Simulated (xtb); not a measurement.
CH5Si, doublet, geometry from GFN2-xTB, atoms displaced at random by about 0.02 Å a coordinate; GFN1-xTB in xtb.

The xtb input:
```
$ xtb mol.xyz --gfn 1 --uhf 1 --opt --json

# file mol.xyz
7

C     -1.21640157    -0.17842996     0.15051777
Si     0.65550708     0.08310127    -0.18403151
H     -1.78759582     0.57666360    -0.41257510
H     -1.44110964    -1.19469775    -0.19318697
H     -1.46133191    -0.09579187     1.21901725
H      1.13855459     1.44124140     0.19233823
H      1.44255976    -0.93940489     0.47919134
```

It wrote (shortened):

```
   ID    Z sym.   atoms
    1    6 C      1
    2   14 Si     2
    3    1 H      3-7

           -------------------------------------------------
          |                Calculation Setup                |
           -------------------------------------------------

           -------------------------------------------------
          |                 G F N 1 - x T B                 |
           -------------------------------------------------

          ...................................................
          :                      SETUP                      :
          :.................................................:
          :  # basis functions                  24          :
          :  # atomic orbitals                  23          :
          :  # shells                           15          :
          :  # electrons                        13          :
          :  # halogen bonds                     0          :
          :  max. iterations                   250          :
          :  Hamiltonian                  GFN1-xTB          :
          :  restarted?                      false          :
          :  GBSA solvation                  false          :
          :  PC potential                    false          :
          :  electronic temp.          300.0000000     K    :
          :  accuracy                    1.0000000          :
          :  -> integral cutoff          0.2500000E+02      :
          :  -> integral neglect         0.1000000E-07      :
          :  -> SCF convergence          0.1000000E-05 Eh   :
          :  -> wf. convergence          0.2000000E-04 e    :
          :  Broyden damping             0.4000000          :
          :  net charge                          0          :
          :  unpaired electrons                  1          :
          ...................................................

 iter      E             dE          RMSdq      gap      omega  full diag
   1     -6.6321512 -0.663215E+01  0.631E+00    3.50       0.0  T
   2     -6.6398661 -0.771489E-02  0.383E+00    3.31       1.0  T
   3     -6.6401560 -0.289885E-03  0.416E-01    3.20       1.0  T
   4     -6.6405458 -0.389847E-03  0.246E-02    3.25       1.5  T
   5     -6.6405460 -0.120259E-06  0.459E-03    3.25       8.2  T
   6     -6.6405460 -0.199338E-07  0.375E-04    3.25     100.7  T
   7     -6.6405460 -0.130825E-09  0.553E-05    3.25     683.0  T
   8     -6.6405460 -0.352163E-11  0.163E-05    3.25    2317.9  T

[...]
         :: total energy              -6.568697366291 Eh    ::
 * total energy  :    -6.5686974 Eh     change       -0.3002043E-12 Eh
 * total energy  :    -6.5718775 Eh     change       -0.3180124E-02 Eh
 * total energy  :    -6.5732205 Eh     change       -0.1343039E-02 Eh
 * total energy  :    -6.5733348 Eh     change       -0.1142441E-03 Eh
 * total energy  :    -6.5733667 Eh     change       -0.3191946E-04 Eh
 * total energy  :    -6.5733708 Eh     change       -0.4108331E-05 Eh
   *** GEOMETRY OPTIMIZATION CONVERGED AFTER 6 ITERATIONS ***
         :: total energy              -6.573370800495 Eh    ::
[...]
        14                         -0.0584191              -1.5897
        15                         -0.0361805              -0.9845
        16                         -0.0166798              -0.4539
        17                         -0.0138804              -0.3777
        18                          0.2624588               7.1419
       ...                                ...                  ...
        23                          1.3373172              36.3903
      -------------------------------------------------------------
                  HL-Gap            0.1342842 Eh            3.6541 eV
             Fermi-level           -0.3274428 Eh           -8.9102 eV

  Mulliken/CM5 charges         n(s)   n(p)   n(d)
     1C    -0.18397 -0.29420   1.019  3.165  0.000
     2Si    0.15265 -0.06217   1.440  1.995  0.413
     3H     0.05186  0.10471   0.948  0.000  0.000
     4H     0.05192  0.10478   0.948  0.000  0.000
     5H     0.05958  0.11229   0.940  0.000  0.000
     6H    -0.06596  0.01740   1.066  0.000  0.000
     7H    -0.06608  0.01719   1.066  0.000  0.000

Wiberg/Mayer (AO) data.
largest (>0.10) Wiberg bond orders for each atom

 ---------------------------------------------------------------------------
     #   Z sym  total        # sym  WBO       # sym  WBO       # sym  WBO
 ---------------------------------------------------------------------------
     1   6 C    3.956 --     2 Si   1.098     3 H    0.938     4 H    0.938
                             5 H    0.930
     2  14 Si   3.185 --     1 C    1.098     6 H    0.955     7 H    0.955
     3   1 H    1.004 --     1 C    0.938
     4   1 H    1.004 --     1 C    0.938
     5   1 H    0.996 --     1 C    0.930
     6   1 H    1.004 --     2 Si   0.955
     7   1 H    1.004 --     2 Si   0.955
 ---------------------------------------------------------------------------

Topologies differ in total number of bonds
Writing topology from bond orders to xtbtopo.mol

 dipole moment from electron density (au)
     X       Y       Z
  -0.3436  -0.0755  -0.1675  total (Debye):    0.990

optimized geometry written to: xtbopt.xyz

           -------------------------------------------------
          | TOTAL ENERGY               -6.573370800495 Eh   |
          | GRADIENT NORM               0.000409410524 Eh/α |
          | HOMO-LUMO GAP               3.654059188953 eV   |
           -------------------------------------------------

normal termination of xtb
```
